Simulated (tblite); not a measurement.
Isomers of C4H10NSSi (doublet state). Computed values, GFN2-xTB/tblite, gas phase, harmonic and unscaled. The method is semi-empirical: single wavenumbers can be off by several per cent or more. Modes of hydrogen on silicon can be 10 to 20 % off. One conformer each. Open shells enter through the occupations alone, without spin polarisation, and single modes of such species can be off by tens of per cent.

Electronic energies: GFN2-xTB at the same geometries; isomer energies are rough at this level and their order can be wrong.

| SMILES | electronic energy, lowest = 0 (kJ/mol) |
| --- | --- |
| C/C=C(\C)S[SiH]N | 0.0 |
| CS[Si@@H](N)[C@@H]1[CH]C1 | 129.2 |
| C[SiH](C)CC([NH])=S | 68.5 |

Problem. How do GFN2-xTB zero-point energies change the relative energies?

Solution. 
| SMILES | ZPE (kJ/mol) | of it from modes above 1550 cm⁻¹ | electronic (kJ/mol) | with ZPE, lowest = 0 (kJ/mol) | lowest mode (cm⁻¹) | rings |
| --- | --- | --- | --- | --- | --- | --- |
| C/C=C(\C)S[SiH]N | 344.0 | 191.9 | 0.0 | 0.0 | 27 | 0 |
| C[SiH](C)CC([NH])=S | 340.8 | 188.1 | 68.5 | 65.4 | 13 | 0 |
| CS[Si@@H](N)[C@@H]1[CH]C1 | 338.5 | 182.3 | 129.2 | 123.8 | 35 | 1 |

The zero-point energies span 5.5 kJ/mol, from `CS[Si@@H](N)[C@@H]1[CH]C1` to `C/C=C(\C)S[SiH]N`. The order is unchanged.
